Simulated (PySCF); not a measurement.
C7H11NSi, SMILES NC[SiH2]c1ccccc1 at its GFN2-xTB optimised geometry (Å):

```
20

N     -2.8607    -0.7949    -0.1050
C     -2.1050    -1.7506     0.6993
Si    -0.3503    -1.9887    -0.0168
C      0.6039    -0.3629     0.0000
C     -0.0528     0.8659    -0.0034
C      0.6585     2.0525    -0.0037
C      2.0431     2.0332    -0.0017
C      2.7120     0.8203     0.0000
C      1.9964    -0.3629     0.0000
H     -2.9668    -1.1451    -1.0510
H     -3.7928    -0.6634     0.2768
H     -2.0442    -1.3449     1.7119
H     -2.6091    -2.7260     0.7841
H      0.3460    -2.9969     0.7958
H     -0.4734    -2.4882    -1.3972
H     -1.1328     0.8811    -0.0066
H      0.1325     2.9969    -0.0055
H      2.6001     2.9593    -0.0011
H      3.7928     0.7991     0.0019
H      2.5238    -1.3066     0.0020
```

Level of theory: PBE/def2-SVP run with PySCF. Cells within 0.4 Å of a nucleus heavier than hydrogen are left out (blank, or x).

Map of the Laplacian of the electron density (e/bohr⁵), clipped to [-1.50, 1.50] on the plane z = 0.0 Å:

```
|5555555555555555555555555|
|5555555555555555555555555|
|5555555555555555555555555|
|5555555555555555555555555|
|5555555555555555555555555|
|5555555555555555555555555|
|5555555555550355505555555|
|5555555555554145325555555|
|5555555555555xx1x55555555|
|5555555555553255325555555|
|555555555502x4555xx245555|
|555555555544x4555x6345555|
|5555555555554x44x35555555|
|555553x055554x41x45555555|
|555554x155554455415555555|
|5555555455599455525555555|
|55555555548xx555555555555|
|5555555555599455555555555|
|5555555555554555555555555|
|5555555555555555555555555|
|5555555555555555555555555|
|5555555555555555555555555|
|5555555555555555555555555|
|5555555555555555555555555|
|5555555555555555555555555|
```
Scale: ten equal steps from -1.50 (start of '0') to 1.50 (end of '9'), in the order '0123456789'; x runs from -6.00 to 6.00, y from -6.00 (bottom) to 6.00 (top).
